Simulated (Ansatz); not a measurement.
The lowest singlet and triplet of C7H6 (SMILES [CH]c1ccccc1); geometries from B3LYP-D3(BJ)/def2-TZVP, each state relaxed from the structure named, with no frequency check.
Singlet (charge 0, multiplicity 1):
| atom | x (Å) | y (Å) | z (Å) |
|---|---|---|---|
| C | 2.4511 | -0.3034 | -0.1703 |
| C | 1.0365 | -0.0998 | -0.0710 |
| C | 0.2040 | -1.2433 | -0.0577 |
| C | -1.1709 | -1.1266 | 0.0359 |
| C | -1.7468 | 0.1396 | 0.1187 |
| C | -0.9577 | 1.2904 | 0.1085 |
| C | 0.4157 | 1.1709 | 0.0148 |
| H | 2.9238 | 0.6980 | -0.1653 |
| H | 0.6880 | -2.2086 | -0.1238 |
| H | -1.7992 | -2.0075 | 0.0453 |
| H | -2.8234 | 0.2330 | 0.1921 |
| H | -1.4238 | 2.2649 | 0.1736 |
| H | 1.0434 | 2.0535 | 0.0055 |
Triplet (charge 0, multiplicity 3):
```xyz
13

C      2.4209    -0.1984    -0.1509
C      1.0431    -0.0984    -0.0653
C      0.2133    -1.2537    -0.0420
C     -1.1584    -1.1371     0.0436
C     -1.7639     0.1191     0.1094
C     -0.9714     1.2680     0.0881
C      0.4023     1.1741     0.0030
H      3.2408     0.5020    -0.1842
H      0.6799    -2.2283    -0.0928
H     -1.7699    -2.0303     0.0598
H     -2.8403     0.2020     0.1763
H     -1.4367     2.2444     0.1389
H      1.0107     2.0689    -0.0130
```

A positive gap puts the triplet lower; no zero-point energy. R- takes a restricted singlet. U- takes an unrestricted singlet (broken symmetry where lower, unprojected). The triplet is unrestricted in single-reference levels. Active spaces average the two states.

Cores are frozen in the correlated methods.

The values were computed with Ansatz (a first-principles code). Values without a source in brackets are computed.

Q: Predict the gap E(singlet) − E(triplet), adiabatic from U-wB97M-V/def2-TZVPP.

A: 3.1 kcal/mol

Q: Estimate the gap E(singlet) − E(triplet), adiabatic that R-SVWN5/def2-TZVPP returns for this input.

A: 6.8 kcal/mol

Q: Give the gap E(singlet) − E(triplet), adiabatic at the level FIC-MRCISD+Q on SA-CASSCF(8,8)/cc-pVDZ.

A: 7.9 kcal/mol

Doubts at one or more of the structures used: a restricted determinant that unrestricted orbitals would lower (R-SVWN5/def2-TZVPP).
